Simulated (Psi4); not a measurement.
HgI (SMILES [I][Hg]), doublet, geometry from GFN2-xTB (such geometries of metal compounds can be far from the true shape) (the spin is typed, not shown lowest) (core potentials on Hg, I); WB97X/def2-SVPD run with Psi4.

Psi4 was given this input:
```
memory 2 GB

molecule mol {
0 2
  Hg   -0.000000   -0.000000   -1.184662
  I     0.000000    0.000000    1.788169
}

set basis def2-svpd
set reference uks

energy('wb97x')
print_variables()
```

The log (banner, timings and long lists left out):

```
   => Loading Basis Set <=

    Name: DEF2-SVPD
    Role: ORBITAL
    Keyword: BASIS

    !!!  WARNING: ECP capability is in beta. Please check occupations closely.  !!!

         ---------------------------------------------------------
                                   SCF
               by Justin Turney, Rob Parrish, Andy Simmonett
                          and Daniel G. A. Smith
                              UKS Reference
         ---------------------------------------------------------

  ==> Geometry <==

    Molecular point group: c2v
    Full point group: C_inf_v

    Geometry (in Angstrom), charge = 0, multiplicity = 2:

       Center              X                  Y                   Z               Mass
    ------------   -----------------  -----------------  -----------------  -----------------
         HG           0.000000000000     0.000000000000    -1.147139234779   201.970643400000
         I            0.000000000000     0.000000000000     1.825691765221   126.904471900000

  Running in c2v symmetry.

  Rotational constants: A = ************  B =      0.02447  C =      0.02447 [cm^-1]
  Rotational constants: A = ************  B =    733.74068  C =    733.74068 [MHz]
  Nuclear repulsion =   89.002235692173556

  Charge       = 0
  Multiplicity = 2
  Electrons    = 45
  Nalpha       = 23
  Nbeta        = 22

  ==> Algorithm <==

  SCF Algorithm Type is DF.
  DIIS enabled.
  MOM disabled.
  Fractional occupation disabled.
  Guess Type is SAD.
  Energy threshold   = 1.00e-06
  Density threshold  = 1.00e-06
  Integral threshold = 1.00e-12

  ==> Primary Basis <==

  Basis Set: DEF2-SVPD
    Blend: DEF2-SVPD
    Number of shells: 26
    Number of basis functions: 70
    Number of Cartesian functions: 78
    Spherical Harmonics?: true
    Max angular momentum: 3

  Core potential: DEF2-SVPD
    Number of shells: 8
    Number of ECP primitives: 39
    Number of ECP core electrons: 88
    Max angular momentum: 3

  ==> DFT Potential <==

   => LibXC <=

    Version 7.1.2
    S. Lehtola, C. Steigemann, M. J. T. Oliveira, and M. A. L. Marques,  SoftwareX 7, 1–5 (2018) (10.1016/j.softx.2017.11.002)

   => Composite Functional: WB97X <=

    wB97X Hyb-GGA Exchange-Correlation Functional

    J.-D. Chai and M. Head-Gordon,  J. Chem. Phys. 128, 084106 (2008) (10.1063/1.2834918)

    Deriv               =              1
    GGA                 =           TRUE
    Meta                =          FALSE

    Exchange Hybrid     =           TRUE
    MP2 Hybrid          =          FALSE

   => Exchange-Correlation Functionals <=

    1.0000   wB97X range-separated functional

   => Exact (HF) Exchange <=

    0.8423            HF,LR [omega = 0.3000]
    0.1577               HF

   => LibXC Density Thresholds  <==

    XC_HYB_GGA_XC_WB97X:  1.00E-14

   => Molecular Quadrature <=

    Radial Scheme          =       TREUTLER
    Pruning Scheme         =           NONE
    Nuclear Scheme         =       TREUTLER

    Blocking Scheme        =         OCTREE
    BS radius alpha        =              1
    Pruning alpha          =              1
    Radial Points          =             75
    Spherical Points       =            302
    Total Points           =          43360
    Total Blocks           =            438
    Max Points             =            254
    Max Functions          =             70
    Weights Tolerance      =       1.00E-15

   => Loading Basis Set <=

    Name: (DEF2-SVPD AUX)
    Role: JKFIT
    Keyword: DF_BASIS_SCF

  ==> Integral Setup <==

  SCF_SUBTYPE=INCORE selected. In-core MEM_DF algorithm will be used.
  Using in-core AOs.

  ==> MemDFJK: Density-Fitted J/K Matrices <==

    J tasked:                   Yes
    K tasked:                   Yes
    wK tasked:                  Yes
    Omega:                3.000E-01
    Algorithm:                 Core
    Schwarz Cutoff:           1E-12
    Mask sparsity (%):       0.6531
    Fitting Condition:        1E-10

   => Auxiliary Basis Set <=

  Basis Set: (DEF2-SVPD AUX)
    Blend: DEF2-UNIVERSAL-JKFIT
    Number of shells: 97
    Number of basis functions: 465
    Number of Cartesian functions: 674
    Spherical Harmonics?: true
    Max angular momentum: 6

  Minimum eigenvalue in the overlap matrix is 7.4241407379E-03.
  Reciprocal condition number of the overlap matrix is 1.7793413316E-03.
    Using symmetric orthogonalization.

  ==> Pre-Iterations <==

  SCF Guess: Superposition of Atomic Densities via on-the-fly atomic UHF (no occupation information).

   -------------------------
    Irrep   Nso     Nmo
   -------------------------
     A1        32      32
     A2         6       6
     B1        16      16
     B2        16      16
   -------------------------
    Total      70      70
   -------------------------

  ==> Iterations <==

                           Total Energy        Delta E     RMS |[F,P]|

   @DF-UKS iter SAD:  -447.98657872467624   -4.47987e+02   0.00000e+00
    Occupation by irrep:
             A1    A2    B1    B2
    DOCC [    11,    2,    5,    4 ]
    SOCC [     0,    0,    0,    1 ]
    NA   [    11,    2,    5,    5 ]
    NB   [    11,    2,    5,    4 ]

   @DF-UKS iter   1:  -450.63689179225105   -2.65031e+00   2.27396e-02 ADIIS/DIIS
    Occupation by irrep:
             A1    A2    B1    B2
    DOCC [    10,    2,    5,    5 ]
    SOCC [     1,    0,    0,    0 ]
    NA   [    11,    2,    5,    5 ]
    NB   [    10,    2,    5,    5 ]

   @DF-UKS iter   2:  -449.88197175589676    7.54920e-01   3.46679e-02 ADIIS/DIIS
   @DF-UKS iter   3:  -451.21844945699826   -1.33648e+00   4.34825e-03 ADIIS/DIIS
   @DF-UKS iter   4:  -451.24960182926327   -3.11524e-02   2.16319e-03 ADIIS/DIIS
   @DF-UKS iter   5:  -451.25673494291630   -7.13311e-03   1.02980e-03 ADIIS/DIIS
   @DF-UKS iter   6:  -451.25994636149255   -3.21142e-03   5.54633e-04 ADIIS/DIIS
   @DF-UKS iter   7:  -451.26155319504613   -1.60683e-03   2.33926e-04 ADIIS/DIIS
   @DF-UKS iter   8:  -451.26193096248983   -3.77767e-04   1.02694e-04 ADIIS/DIIS
   @DF-UKS iter   9:  -451.26200352516815   -7.25627e-05   4.70951e-05 DIIS
   @DF-UKS iter  10:  -451.26201689786586   -1.33727e-05   1.66246e-05 DIIS
   @DF-UKS iter  11:  -451.26201836375571   -1.46589e-06   3.74928e-06 DIIS
   @DF-UKS iter  12:  -451.26201840777759   -4.40219e-08   6.71275e-07 DIIS
  Energy and wave function converged.

  ==> Post-Iterations <==

   Electrons on quadrature grid:
      Nalpha   =   23.0000054600 ; deviation = 5.460e-06
      Nbeta    =   22.0000057861 ; deviation = 5.786e-06
      Ntotal   =   45.0000112461 ; deviation = 1.125e-05

   @Spin Contamination Metric:   1.205676053E-02
   @S^2 Expected:                7.500000000E-01
   @S^2 Observed:                7.620567605E-01
   @S   Expected:                5.000000000E-01
   @S   Observed:                5.000000000E-01

    Orbital Energies [Eh]
    ---------------------

    Alpha Occupied:

[...]
    Alpha Virtual:

[...]
    Beta Occupied:

[...]
       5B1    -0.350548

    Beta Virtual:

[...]
    Final Occupation by Irrep:
             A1    A2    B1    B2
    DOCC [    10,    2,    5,    5 ]
    SOCC [     1,    0,    0,    0 ]
    NA   [    11,    2,    5,    5 ]
    NB   [    10,    2,    5,    5 ]

  @DF-UKS Final Energy:  -451.26201840777759

   => Energetics <=

    Nuclear Repulsion Energy =             89.0022356921735565
    One-Electron Energy =                -965.4629752195725132
    Two-Electron Energy =                 450.0508582556378769
    DFT Exchange-Correlation Energy =     -24.8521371360165588
    Empirical Dispersion Energy =           0.0000000000000000
    VV10 Nonlocal Energy =                  0.0000000000000000
    Total Energy =                       -451.2620184077775889

  UHF NO Occupations:
  HONO-2 :    9 A1 1.9996416
  HONO-1 :   10 A1 1.9945399
  HONO-0 :   11 A1 1.0000000
  LUNO+0 :   12 A1 0.0054601
  LUNO+1 :   13 A1 0.0003584
  LUNO+2 :    6 B1 0.0000738
  LUNO+3 :    6 B2 0.0000738

Computation Completed

Properties will be evaluated at   0.000000,   0.000000,   0.000000 [a0]

Properties computed using the SCF density matrix

 Multipole Moments:

 ------------------------------------------------------------------------------------
     Multipole            Electronic (a.u.)      Nuclear  (a.u.)        Total (a.u.)
 ------------------------------------------------------------------------------------

 L = 1.  Multiply by 2.5417464519 to convert [e a0] to [Debye]
 Dipole X            :          0.0000000            0.0000000            0.0000000
 Dipole Y            :          0.0000000            0.0000000            0.0000000
 Dipole Z            :        -43.8961815           42.8958560           -1.0003255
 Magnitude           :                                                    1.0003255

 ------------------------------------------------------------------------------------

  Variable Map:
  ----------------------------------------------------------------------------
[...]
  Array Variable Map:
  ----------------------------------------------------------------------------
[...]
[...]
```
